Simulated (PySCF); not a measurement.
# Electron correlation in Cd⁺ (cadmium, charge +1)

[Kr] 4d9 5s2, 2D determinant (an excited configuration). Calculation: PySCF 2.14, in def2-QZVPPD with the def2 core potential (28 electrons) (7s5p4d4f2g, 88 functions); a scalar-relativistic core potential. Frozen: 4s2 4p6; 11 electrons correlated.

MP2 pair energies summed by pair of shells (mhartree):

| pair | energy | share (%) |
| --- | --- | --- |
| 4d-4d | -305.14 | 73.7 |
| 4d-5s | -85.21 | 20.6 |
| 5s-5s | -23.57 | 5.7 |

Total MP2 correlation energy: -413.92 mhartree.

Same-spin part -146.60 and opposite-spin part -267.32 mhartree; SCS-MP2 scales them by 1/3 and 6/5 to -369.65 mhartree.
